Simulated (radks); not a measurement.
Values are calculated unless marked as measured or tabulated.
Isoelectronic series with 18 electrons, each ion in its NIST ground configuration. Code: a radial shooting solver on a logarithmic mesh with Libxc functionals. Model: Dirac Kohn-Sham, PBE, spin-unpolarised, spherical densities, point nucleus. Total energies (hartree) and mean radii <r> (bohr):

\begin{tabular}{lrrrr}
ion & configuration & E (hartree) & 3p3/2 & 3p1/2 \\ \hline
Ar & [Ar] & -529.23208 & 1.668 & 1.657 \\
Sc3+ & [Ar] & -762.42608 & 1.132 & 1.125 \\
Cr6+ & [Ar] & -1040.95371 & 0.8740 & 0.8678 \\
Co9+ & [Ar] & -1365.06427 & 0.7157 & 0.7097 \\
Zn12+ & [Ar] & -1735.14913 & 0.6073 & 0.6011 \\
As15+ & [Ar] & -2151.69333 & 0.5278 & 0.5215 \\
Kr18+ & [Ar] & -2615.26492 & 0.4670 & 0.4603 \\
Mo24+ & [Ar] & -3686.17631 & 0.3795 & 0.3722 \\
Rh27+ & [Ar] & -4295.07741 & 0.3470 & 0.3393 \\
Cd30+ & [Ar] & -4954.14077 & 0.3195 & 0.3115 \\
Sb33+ & [Ar] & -5664.39576 & 0.2960 & 0.2876 \\
Xe36+ & [Ar] & -6426.98795 & 0.2757 & 0.2669 \\
La39+ & [Ar] & -7243.1912 & 0.2579 & 0.2487 \\
Nd42+ & [Ar] & -8114.4220 & 0.2422 & 0.2326 \\
Eu45+ & [Ar] & -9042.2565 & 0.2282 & 0.2182 \\
Dy48+ & [Ar] & -10028.4504 & 0.2157 & 0.2052 \\
Tm51+ & [Ar] & -11074.9634 & 0.2045 & 0.1935 \\
Hf54+ & [Ar] & -12183.9880 & 0.1943 & 0.1828 \\
Re57+ & [Ar] & -13357.9842 & 0.1850 & 0.1730 \\
\end{tabular}
